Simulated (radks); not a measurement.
Results of a calculation; reference values are marked as such.
Question: The mean radii <r> (bohr) of the occupied orbitals of an atom or ion are listed with their occupations. Code: a radial shooting solver on a logarithmic mesh with Libxc functionals. Model: scalar-relativistic Kohn-Sham, SCAN, spin-polarised, spherical densities, finite nucleus; meta-GGA in the generalised Kohn-Sham scheme; Fermi nuclear charge, rms radius of each element as measured or else 0.836 A^(1/3) + 0.57 fm.

| orbital | occ. | <r> |
|---|---|---|
| 1s up | 1 | 0.01605 |
| 1s down | 1 | 0.01605 |
| 2s up | 1 | 0.06758 |
| 2s down | 1 | 0.06758 |
| 2p up | 3 | 0.06143 |
| 2p down | 3 | 0.06143 |
| 3s up | 1 | 0.1744 |
| 3s down | 1 | 0.1744 |
| 3p up | 3 | 0.1764 |
| 3p down | 3 | 0.1764 |
| 3d up | 5 | 0.1600 |
| 3d down | 5 | 0.1600 |
| 4s up | 1 | 0.3841 |
| 4s down | 1 | 0.3841 |
| 4p up | 3 | 0.4095 |
| 4p down | 3 | 0.4095 |
| 4d up | 5 | 0.4308 |
| 4d down | 5 | 0.4308 |
| 5s up | 1 | 0.8541 |
| 5s down | 1 | 0.8521 |
| 4f up | 7 | 0.4538 |
| 4f down | 7 | 0.4535 |
| 5p up | 3 | 0.9713 |
| 5p down | 3 | 0.9705 |
| 5d up | 5 | 1.251 |
| 5d down | 4 | 1.258 |
| 6s up | 1 | 2.052 |
| 6s down | 1 | 2.051 |

Name the element and its charge.

Answer: Z = 82, lead, charge +3: Pb3+ in [Xe] 4f14 6s2 5d(up 5, down 4). The 1s radius gives Z: for a bare nucleus <r> = (2 gamma + 1)/(2Z) with gamma = sqrt(1 - (Z/c)^2), 0.01587 bohr for Z = 82, and screening makes it slightly larger (0.01605 here). The occupations add up to 79, and the charge is Z minus that.
